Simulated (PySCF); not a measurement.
# Fine-structure interval of Lu⁴⁺ by level of theory

Lu⁴⁺ [Xe] 4f13 [4f5/2^6 4f7/2^7, M_J = 7/2] → Lu⁴⁺ [Xe] 4f13 [4f5/2^5 4f7/2^8, M_J = 5/2], as a difference of total energies. Computed with PySCF 2.14 in x2c-SVPall-2c (7s10p9d2f1g, 105 functions), with the two-component X2C-1e Hamiltonian. Correlated levels: [Ar] 3d10 frozen; the 6 highest virtual spinors dropped. "Screened" scales the spin-orbit matrix elements by Boettger's factors to mimic the two-electron term; Breit and QED terms are absent.

```tsv
method	fine-structure interval (cm⁻¹)
GHF (screened spin-orbit)	12087
GMP2 (screened spin-orbit)	12107
GHF (bare spin-orbit)	20119
```
